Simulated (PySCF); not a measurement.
A structure optimised at PBE-D3(BJ)/def2-SVP, used in a PySCF frequency run:

```
V
O 1 1.5641
F 1 1.7183 2 108.34
F 1 1.7183 2 108.34 3 -120.00
F 1 1.7183 2 108.34 3 120.00
```

Q: Write its SMILES, formula and point group.

A: [O]=[V]([F])([F])[F], F3OV, C3v

Q: What are its rotational constants (standard atomic weights)?

A: 3.8479, 3.8479, 3.3333 GHz
